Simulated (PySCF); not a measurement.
C₄H₁₀Zn, SMILES C[CH2][Zn][CH2]C. Heavy atoms are numbered as in [Zn:1]([CH2:2][CH3:3])[CH2:9][CH3:10]. Hydrogens are named by the atom that carries them.

Geometry: B3LYP-D3(BJ)/def2-SVP. The isomer is the one that the SMILES or the coordinates give; other isomers of the formula were not compared. Other conformers were not sampled.

Computed with KT2/pcSseg-1 run with PySCF.

GIAO shieldings, no solvent; atoms alike by connectivity are averaged. δ = σ(ref) − σ: ¹³C against TMS (σ = 185.1 ppm); ¹H against TMS (σ = 31.47 ppm), references at their B3LYP-D3(BJ)/def2-TZVP geometries, non-relativistic.

| nucleus | atoms | count | δ (ppm) |
|---|---|---|---|
| ¹³C | C3 (CH3) | 2 | 15.2 |
| ¹³C | C2 (CH2) | 2 | 11.0 |
| ¹H | H on C3 | 6 | 1.55 |
| ¹H | H on C2 | 4 | 0.80 |
